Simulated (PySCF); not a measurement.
F3S, SMILES F[S+](F)F, charge +1. Geometry: PBE-D3(BJ)/def2-TZVP. The isomer is the one that the SMILES or the coordinates give; other isomers of the formula were not compared.

All values below come from PBE-D3(BJ)/def2-TZVP (PySCF 2.14.0).

Harmonic wavenumbers (cm⁻¹): 356, 356, 492, 917, 925, 926. Rotational constants (GHz): 8.053, 8.053, 4.840; symmetry number 3.

**Question.** Work out the zero-point energy and the ideal-gas rigid-rotor harmonic-oscillator thermochemistry at 298.15 K and 1 atm.

**Answer.** ZPE = ½ Σ hcν = ½ × 3971 cm⁻¹ = 5.68 kcal/mol. H − E(el) = 8.73 kcal/mol. Entropy in cal/(mol K): translation 39.37, rotation 22.26, vibration 3.34, total 64.97. G − E(el) = -10.64 kcal/mol. Cp = 13.75 cal/(mol K).
